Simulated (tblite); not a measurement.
Species: C5H5OS2 (doublet state).
Structure used (GFN2-xTB), in Å, numbered top down from 1:
```
atom  x, y, z in Å
C1    -2.4137    0.5624    0.1477
O2    -1.5419   -0.5442    0.0575
C3    -0.2370   -0.2992    0.0038
C4     0.7330   -1.2806   -0.1135
C5     2.0204   -0.7651   -0.1497
C6     2.0891    0.6209   -0.0624
S7     3.4423    1.5885   -0.0754
S8     0.4447    1.2904    0.0719
H9    -2.2206    1.1382    1.0577
H10   -3.4213    0.1529    0.1719
H11   -2.2968    1.2204   -0.7184
H12    0.4859   -2.3242   -0.1727
H13    2.9116   -1.3600   -0.2362
```

Level: GFN2-xTB in tblite, geometry and Hessian alike; calculated harmonic values, unscaled, isolated species. The method is semi-empirical: single wavenumbers can be off by several per cent or more. One conformer, not necessarily the lowest. Open shells enter through the occupations alone, without spin polarisation, and single modes of such species can be off by tens of per cent.

Harmonic wavenumbers (cm⁻¹): 85.4, 122.2, 162.9, 175.1, 265.1, 293.1, 369.7, 459.3, 482.8, 534.6, 578.7, 651.8, 700.5, 783.0, 826.1, 919.4, 1021.1, 1085.2, 1114.8, 1126.3, 1160.3, 1219.4, 1325.3, 1397.3, 1413.7, 1448.5, 1458.0, 1481.3, 2950.0, 2963.5, 3041.6, 3138.6, 3150.3.

A = 4008, B = 898.9, C = 737.7 MHz; mass 144.978 u (most abundant isotopes); point group Cs, symmetry number 1; spin multiplicity 2.

**Question.** Zero-point energy?

**Answer.** Half the sum of the wavenumbers: 18952 cm⁻¹ = 226.72 kJ/mol.

**Question.** What is S at 273.15 K and 1 bar for an ideal gas of classical rigid rotors and harmonic oscillators?

**Answer.** Translation 169.10, rotation 121.01, vibration 75.90, spin (R ln 2) 5.76: S = 371.8 J/(mol K).

**Question.** And Cp and H(273.15 K) − H(0)?

**Answer.** Cp = 122.61 J/(mol K), of which vibrations give 89.36 (their classical limit is 33 R = 274.4); H(273.15 K) − H(0) = 20.96 kJ/mol without the zero-point energy, 11.88 from vibrations.

**Question.** What must be added to the electronic energy to get the Gibbs energy at 273.15 K and 1 bar?

**Answer.** ZPE + [H(273.15 K) − H(0)] − T·S = 226.72 + 20.96 − 101.55 = 146.13 kJ/mol.

**Question.** Which modes carry the vibrational entropy at 273.15 K?

**Answer.** 85.4 cm⁻¹: 15.03; 122.2 cm⁻¹: 12.12; 162.9 cm⁻¹: 9.84; 175.1 cm⁻¹: 9.28; 265.1 cm⁻¹: 6.18; 293.1 cm⁻¹: 5.48 J/(mol K); the other 27 give 17.98 together.

**Question.** How do the functions run with temperature in this model?

**Answer.** 
```json
{"T (K)": "50", "S (J/(mol K))": "244.0", "Cp (J/(mol K))": "45.1", "H − H(0) (kJ/mol)": "1.84", "G − H(0) (kJ/mol)": "-10.36", "ln q(vib)": "0.14"}
{"T (K)": "100", "S (J/(mol K))": "281.6", "Cp (J/(mol K))": "65.0", "H − H(0) (kJ/mol)": "4.61", "G − H(0) (kJ/mol)": "-23.56", "ln q(vib)": "0.77"}
{"T (K)": "298.15", "S (J/(mol K))": "382.8", "Cp (J/(mol K))": "130.3", "H − H(0) (kJ/mol)": "24.12", "G − H(0) (kJ/mol)": "-90.02", "ln q(vib)": "4.38"}
{"T (K)": "373.15", "S (J/(mol K))": "414.5", "Cp (J/(mol K))": "152.1", "H − H(0) (kJ/mol)": "34.73", "G − H(0) (kJ/mol)": "-119.93", "ln q(vib)": "5.82"}
{"T (K)": "500", "S (J/(mol K))": "463.4", "Cp (J/(mol K))": "182.4", "H − H(0) (kJ/mol)": "56.03", "G − H(0) (kJ/mol)": "-175.67", "ln q(vib)": "8.25"}
{"T (K)": "750", "S (J/(mol K))": "545.6", "Cp (J/(mol K))": "222.2", "H − H(0) (kJ/mol)": "107.06", "G − H(0) (kJ/mol)": "-302.16", "ln q(vib)": "12.83"}
{"T (K)": "1000", "S (J/(mol K))": "613.1", "Cp (J/(mol K))": "246.3", "H − H(0) (kJ/mol)": "165.85", "G − H(0) (kJ/mol)": "-447.26", "ln q(vib)": "17.02"}
```

q(vib) and H(0) count from the zero-point level.

**Question.** Blend soft modes into free rotors: weight 1/[1 + (100 cm⁻¹/ν̃)⁴] for the oscillator and the rest for a rotor with moment μB/(μ + B), μ = h/(8π²ν), B = 10⁻⁴⁴ kg m². What vibrational entropy results?

**Answer.** 73.70 J/(mol K) in place of 75.90, which changes −T·S at 273.15 K by +0.60 kJ/mol.

Hindered rotation and anharmonicity are outside this model. Other conformers, if any are populated, would add a mixing term that is left out.
